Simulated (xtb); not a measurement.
Species: CH₃NO, SMILES `NC=O` (charge 0, multiplicity 1).

Give a relaxed geometry from GFN2-xTB (xtb).

One answer among several that fit: the end point of this relaxation, one of several conformers (outside a Z-matrix the atoms follow the SMILES, hydrogens last).
Z-matrix (Å, degrees):
```
C
O 1 1.2014
N 1 1.3466 2 124.82
H 3 1.0036 1 122.58 2 -179.99
H 3 1.0078 4 118.74 1 -180.00
H 1 1.1062 2 123.09 3 -179.97
```
